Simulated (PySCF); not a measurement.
Al(H)(vinyl)(NH2) (C2H6AlN), SMILES [CH]([AlH][NH2])=C.

Geometry: B3LYP-D3(BJ)/def2-SVP. One conformer was computed; it need not be the lowest.

The numbers are results of PySCF with B3LYP-D3(BJ)/def2-SVP, not measurements.

Frequencies are harmonic and unscaled.

**Question.** Give all harmonic wavenumbers and intensities. (Estimate from the structure and the level; the computed values follow.)

**Answer.** 
```tsv
mode	ν (cm⁻¹)	IR (km/mol)	Raman (Å⁴/amu)	depolarisation	moving atoms (share of kinetic energy)
1	75	0.3	3.3	0.75	C 41 %, H 31 %, N 15 %, Al 13 %
2	131	0.3	0.6	0.43	H 32 %, Al 26 %, C 22 %, N 20 %
3	272	3.0	5.1	0.54	C 48 %, H 28 %, N 12 %, Al 12 %
4	335	9.9	1.1	0.75	H 94 %
5	453	235.5	0.2	0.75	H 77 %, N 21 %
6	472	2.2	4.8	0.75	H 80 %, C 18 %
7	535	75.1	5.8	0.75	H 79 %, Al 13 %
8	551	29.3	2.9	0.32	H 68 %, C 13 %, N 13 %
9	643	26.6	10.5	0.18	H 44 %, C 39 %, Al 17 %
10	735	174.7	4.8	0.55	H 70 %, N 18 %, Al 10 %
11	834	166.7	17.0	0.19	Al 43 %, N 42 %, H 13 %
12	995	29.2	0.1	0.75	H 73 %, C 27 %
13	998	12.8	2.7	0.68	H 87 %, C 12 %
14	1061	9.6	0.1	0.75	H 92 %
15	1272	2.4	8.3	0.24	H 71 %, C 29 %
16	1421	16.6	31.5	0.42	H 79 %, C 21 %
17	1530	46.5	6.8	0.74	H 89 %, N 11 %
18	1643	18.8	20.8	0.10	C 81 %, H 19 %
19	1938	170.1	105.4	0.15	H 97 %
20	3086	26.1	71.3	0.32	H 95 %
21	3101	10.8	188.5	0.24	H 92 %
22	3172	18.5	98.7	0.66	H 89 %, C 11 %
23	3568	25.3	179.6	0.12	H 96 %
24	3651	20.0	107.2	0.74	H 92 %, N 8 %
```
